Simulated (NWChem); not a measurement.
System: CH₅AlFNO; SMILES C[NH][Al]([OH])[F]

```xyz
10

Al    -0.0687    -0.4963    -0.0003
F      0.8790    -1.8638    -0.0018
N      0.7018     1.0850    -0.0003
C      0.0561     2.3781     0.0002
H      1.7141     1.1502    -0.0003
H      0.3103     2.9833    -0.8899
H      0.3105     2.9827     0.8907
H     -1.0376     2.2544     0.0004
O     -1.7582    -0.6058     0.0013
H     -2.2709    -1.4140     0.0004
```
Atoms are numbered in this order, from 1.

Results from NWChem. STO-3G and 3-21G are far too small for this property and stand as cheap habits. All runs use the structure optimised with PBE0/def2-SVP. GIAO values for the isolated, static molecule; σ is the absolute isotropic shielding, δ = σ(reference) − σ with the isolated reference molecule computed at the same levels (13C: tetramethylsilane, 1H: tetramethylsilane, 15N: ammonia, 17O: water).

| level | σ Al1 (ppm) | δ N3 (ppm) | δ C4 (ppm) | δ H5 (ppm) | δ H6 (rotor mean) (ppm) | δ O9 (ppm) | δ H10 (ppm) |
|---|---|---|---|---|---|---|---|
| PBE/pcSseg-1 | 445.2 | 18.3 | 33.4 | -0.09 | 2.87 | 7.4 | 0.99 |
| Hartree-Fock/STO-3G | 498.0 | -30.9 | 35.6 | -2.08 | 1.41 | -58.6 | -2.30 |
| LDA (Slater exchange, VWN5)/pcSseg-1 | ? | ? | ? | ? | 2.89 | ? | ? |

Task: Fill in the missing entries.

Result: 
- LDA (Slater exchange, VWN5)/pcSseg-1, σ Al1 (ppm): 426.3
- LDA (Slater exchange, VWN5)/pcSseg-1, δ N3 (ppm): 22.3
- LDA (Slater exchange, VWN5)/pcSseg-1, δ C4 (ppm): 32.2
- LDA (Slater exchange, VWN5)/pcSseg-1, δ H5 (ppm): 0.05
- LDA (Slater exchange, VWN5)/pcSseg-1, δ O9 (ppm): 16.0
- LDA (Slater exchange, VWN5)/pcSseg-1, δ H10 (ppm): 1.32
